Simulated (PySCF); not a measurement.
# Sc (scandium, neutral) across methods

[Ar] 4s2 5s1, 2S determinant (an excited configuration). All numbers are calculated (PySCF 2.14, the spin-free X2C one-electron Hamiltonian (Gaussian nucleus), in aug-cc-pVDZ-DK). The B2PLYP total includes its PT2 part (frozen core); its orbital energies are those of the SCF part.

| method | E (hartree) | mean ε 4s α (eV) | mean ε 4s β (eV) | mean ε 5s α (eV) | Σ⟨r²⟩ (bohr²) | ⟨S²⟩ |
| --- | --- | --- | --- | --- | --- | --- |
| LDA | -761.961 | -8.184 | -8.119 | -1.546 | 121.0 | 0.750 |
| UHF | -763.08678 | -10.269 | -10.115 | -2.224 | 134.1 | 0.750 |
| B3LYP | -763.974 | -8.648 | -8.600 | -1.670 | 123.6 | 0.750 |
| TPSS | -763.959 | -8.091 | -8.047 | -1.543 | 127.6 | 0.750 |
| r2SCAN | -763.886 | -8.091 | -8.091 | -1.540 | 124.1 | 0.751 |
| wB97X | -763.955 | -10.826 | -10.773 | -2.342 | 131.3 | 0.750 |
| PBE | -763.723 | -8.057 | -7.988 | -1.570 | 123.8 | 0.750 |
| PBE0 | -763.762 | -8.803 | -8.721 | -1.809 | 125.7 | 0.750 |
| B2PLYP | -763.737 | -9.331 | -9.244 | -1.851 | 127.9 | 0.750 |

The outer electron is Rydberg-like, and this basis confines it to a smaller radius and binds it less than a complete one would.
